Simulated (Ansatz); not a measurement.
Consider the redistribution: `CCOBO` + `[OH][Sn]([F])([F])[SiH3]` → `CCOB(O)O` + `[F][SnH]([F])[SiH3]`.

Calculated with Ansatz (gas phase, PBE0-D4/def2-TZVP geometries, no zero-point term in ΔE). CCSD(T)/CBS is the MP2 limit (def2-TZVPP, def2-QZVPP) plus CCSD(T) − MP2 in def2-TZVPP, frozen cores. Functionals use def2-TZVPP. B3LYP here is the variant with VWN-RPA as its local correlation; programs differ in this. def2 core potentials past Kr. For Sn outer-core shells are correlated without core-valence functions, which leaves a few kJ/mol of doubt a bond. Each species was taken in one conformer, which may not be the lowest.

```tsv
level	ΔE (kJ/mol)	difference from CCSD(T)/CBS
PBE-D4	-79.0	-0.4
r2SCAN-D4	-86.0	-7.4
PBE0-D4	-88.7	-10.1
B3LYP-D4	-83.1	-4.5
ωB97X-V	-83.2	-4.6
ωB97M-V	-86.6	-8.0
B2PLYP	-80.5	-1.9
PBE	-79.0	-0.4
r2SCAN	-86.0	-7.4
PBE0	-88.7	-10.1
B3LYP	-83.1	-4.5
HF/def2-TZVPP	-97.7	-19.1
MP2/def2-TZVPP	-79.1	-0.5
SCS-MP2/def2-TZVPP	-79.0	-0.4
CCSD/def2-TZVPP	-88.0	-9.4
CCSD(T)/def2-TZVPP	-84.3	-5.7
HF/def2-QZVPP	-95.9	-17.3
MP2/def2-QZVPP	-75.2	3.4
SCS-MP2/def2-QZVPP	-75.5	3.1
HF/CBS(def2)	-95.6	-17.0
MP2/CBS(def2)	-73.4	5.2
CCSD/CBS(def2)	-82.3	-3.7
CCSD(T)/CBS	-78.6	0
```

Largest T1 diagnostic among the species: 0.015.

From PBE to PBE0 (25 % exact exchange), in def2-TZVPP and without D4, ΔE moves by −9.7 kJ/mol. In def2-TZVPP, CCSD(T) changes the Hartree–Fock value by +13.3 kJ/mol (the triples alone add +3.7 kJ/mol) and MP2 by +18.6 kJ/mol.
